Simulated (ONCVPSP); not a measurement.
# Varying the ONCV potential for bromine

Base potential:

```
Element                 : bromine (Br)
Generator               : ONCVPSP 4.0.1
Type                    : optimised norm-conserving Vanderbilt (ONCV)
Functional              : LDA (Perdew-Wang 92)
Relativity              : scalar-relativistic
Frozen core             : [Ne]
Valence charge          : 25
Reference configuration : 3s2 3p6 3d10 4s1.75 4p5.25
Partial waves           : 3s+4s: rc 1.05 bohr, ncon 4, nbas 8, qcut 13.2 1/bohr, 2 projectors; 3p+4p: rc 1.05 bohr, ncon 3, nbas 7, qcut 14.9 1/bohr, 2 projectors; 3d: rc 1.05 bohr, ncon 5, nbas 9, qcut 13.1 1/bohr, 2 projectors, debl 0.3 Ha
Local potential         : polynomial inside 0.90 bohr (lpopt 5, dvloc0 0 Ha)
Core correction         : Teter function, fcfact 2.75, rcfact 1.6
```

In the d channel the program set the typed energies aside and used -2.476, 0.250 Ha.

All-electron outer shells of the reference configuration (LDA (PZ), scalar-relativistic, ld1.x):

```
shell  level (eV)  outermost node (bohr)  outermost maximum (bohr)
   2s    -1730.95                   0.06                      0.16
   2p    -1528.25                      –                      0.13
   3s     -237.59                   0.23                      0.48
   3p     -173.60                   0.21                      0.48
   3d      -67.39                      –                      0.43
   4s      -20.53                   0.67                      1.41
   4p       -8.16                   0.70                      1.66
```

Cutoffs, loose and tight: the cutoffs (Ha) at which the residual kinetic energy of the hardest occupied pseudo-wave falls to 1 and 0.1 mHa per electron. They do not see the model core or the augmentation charge, which bear on the density cutoff. Test errors are all-electron minus pseudo excitation energies from the reference, over the configurations 3s2 3p6 3d10 4s2 4p5; 3s2 3p6 3d10 4s2 4p4; 3s2 3p6 3d10 4s2 4p3; 3s2 3p6 3d10 4s2 4p1. A dash means not determined; rows that change the core or the reference have their own tests.

| change | outcome | cutoff, loose | cutoff, tight | bound ghosts | GHOST(+) flags above zero | largest test error (meV) |
| --- | --- | --- | --- | --- | --- | --- |
| base | generated, projector energies reset by the program | 152 Ha | 264 Ha | none | none | -16 |
| d: rc 0.76; local potential polynomial inside 0.76 bohr (lpopt 5, dvloc0 0 Ha) | generated, projector energies reset by the program | 519 Ha | 567 Ha | none | none | -12 |
| d: rc 0.8; local potential polynomial inside 0.80 bohr (lpopt 5, dvloc0 0 Ha) | generated, projector energies reset by the program | 465 Ha | 509 Ha | none | none | -31 |
| d: rc 0.92 | generated, projector energies reset by the program | 327 Ha | 368 Ha | none | none | -14 |
| d: rc 1.02 | generated, projector energies reset by the program | 219 Ha | 286 Ha | none | none | -16 |
| d: rc 1.14 | generated, projector energies reset by the program | 83 Ha | 202 Ha | none | none | -17 |
| d: rc 1.2 | generated, projector energies reset by the program | 79 Ha | 101 Ha | none | none | -18 |
| d: rc 1.34 | generated, projector energies reset by the program | 72 Ha | 84 Ha | none | none | -20 |
| d: rc 1.44 | generated, projector energies reset by the program | 72 Ha | 84 Ha | none | none | -22 |
| d: rc 1.5 | generated, projector energies reset by the program | 72 Ha | 84 Ha | none | none | -23 |

Reading the sweep of the d radius (base included, trends over the rows without a ghost): The loose cutoff falls from 519 Ha at 0.76 to 72 Ha at 1.5 bohr. A larger radius leaves more room for a smooth pseudo-wave, so fewer plane waves are needed; a smaller one forces it to follow the all-electron wave where it bends sharply. The median size of the test errors (rows with all tests solved) is not monotonic: lowest 2.1 meV at 0.76 bohr, highest 8.9 meV at 0.8 bohr.
